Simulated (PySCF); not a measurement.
Nuclear quadrupole coupling in `CS[Si@](C)(O[SiH2][SiH3])c1ccco1`

Compound: C6H14O2SSi3.
Geometry (PBE0-D3(BJ)/def2-SVP, Å), atoms numbered from 1 in this order:
```
atom  x, y, z in Å
C1    -0.2601    0.5077    3.5376
S2    -1.2334    0.6464    2.0015
Si3   -0.1615   -0.7601    0.7965
C4    -0.2787   -2.5185    1.3837
O5     1.4584   -0.3753    0.7889
Si6    2.4211    0.8256    0.1372
Si7    1.3522    2.0804   -1.5389
C8    -0.9040   -0.5129   -0.8929
C9    -1.8540    0.3480   -1.3850
C10   -1.9989    0.0585   -2.7724
C11   -1.1253   -0.9590   -3.0283
O12   -0.4683   -1.3109   -1.9124
H13   -0.5529    1.3492    4.1787
H14   -0.4776   -0.4318    4.0648
H15    0.8164    0.5771    3.3287
H16   -1.3306   -2.8257    1.4757
H17    0.2140   -2.6399    2.3601
H18    0.2227   -3.1827    0.6625
H19    3.6390    0.1761   -0.4365
H20    2.8635    1.7374    1.2388
H21    2.3546    3.0848   -2.0245
H22    0.9478    1.2265   -2.6971
H23    0.1699    2.8182   -1.0024
H24   -2.3784    1.1092   -0.8097
H25   -2.6595    0.5429   -3.4880
H26   -0.8742   -1.5124   -3.9303
```

Field gradients from the PBE0/pcSseg-1 density (PySCF, non-relativistic), principal values in atomic units, ordered |Vxx| ≤ |Vyy| ≤ |Vzz|:

```tsv
atom	Vxx	Vyy	Vzz
S2	0.0681	2.1387	-2.2068
O5	-0.4117	-0.6469	1.0586
O12	-0.6955	-0.7528	1.4483
```

Question: Find the asymmetry η = (Vxx − Vyy)/Vzz and the couplings χ = eQV/h (234.96 MHz × Q in barn × V in au), with Q(33S) = −0.0678 b, Q(17O) = −0.0256 b.

Answer: 
| atom | environment | nucleus | η | χzz (MHz) | χxx (MHz) | χyy (MHz) |
| --- | --- | --- | --- | --- | --- | --- |
| S2 | sulfur bonded to C and Si | 33S | 0.94 | 35.16 | -1.08 | -34.07 |
| O5 | siloxane oxygen | 17O | 0.22 | -6.37 | 2.48 | 3.89 |
| O12 | furan-type oxygen | 17O | 0.04 | -8.71 | 4.18 | 4.53 |

The gradient is axial or nearly so (η below 0.05) at O12. At S2 η is above 0.9: Vyy and Vzz are nearly equal in size and opposite in sign, so a small change could swap them and flip the sign of χzz. 

Question: What is Vzz at O12 in SI units (1 au = 9.71736 × 10²¹ V/m²)?

Answer: 1.4483 au = 14.073 × 10²¹ V/m².

Question: And the gradient at the other heavy atoms, for which no coupling is worked out here?

Answer: 
```tsv
atom	environment	Vzz (au)	η
C1	S-methyl carbon	0.301	0.05
Si3	oxygen-bound silicon	-0.502	0.65
C4	Si-methyl carbon	-0.064	0.18
Si6	oxygen-bound silicon	0.530	0.05
Si7	SiH3 silicon	0.064	0.21
C8	substituted aromatic carbon	-0.379	0.85
C9	aromatic CH carbon	0.254	0.29
C10	aromatic CH carbon	0.188	0.26
C11	aromatic CH next to a ring oxygen	-0.338	0.62
```

Question: What couplings would deuterons (Q(2H) = 0.00286 b) have in place of the hydrogens, at this geometry?

Answer: 
```csv
atom,bonded to,bond length (Å),Vzz (au),η,χzz (kHz)
H13,C1,1.098,0.2942,0.05,198
H14,C1,1.099,0.2914,0.03,196
H15,C1,1.099,0.2883,0.04,194
H16,C4,1.100,0.2981,0.01,200
H17,C4,1.100,0.2989,0.01,201
H18,C4,1.101,0.2960,0.01,199
H19,Si6,1.495,0.1380,0.04,93
H20,Si6,1.497,0.1372,0.05,92
H21,Si7,1.500,0.1392,0.00,94
H22,Si7,1.495,0.1421,0.01,96
H23,Si7,1.493,0.1436,0.01,97
H24,C9,1.089,0.3115,0.06,209
H25,C10,1.088,0.3170,0.07,213
H26,C11,1.088,0.3104,0.11,209
```

The structure is a single PBE0-D3(BJ)/def2-SVP conformer in the gas phase; no vibrational or solvent corrections. The small basis limits the accuracy of the gradients.
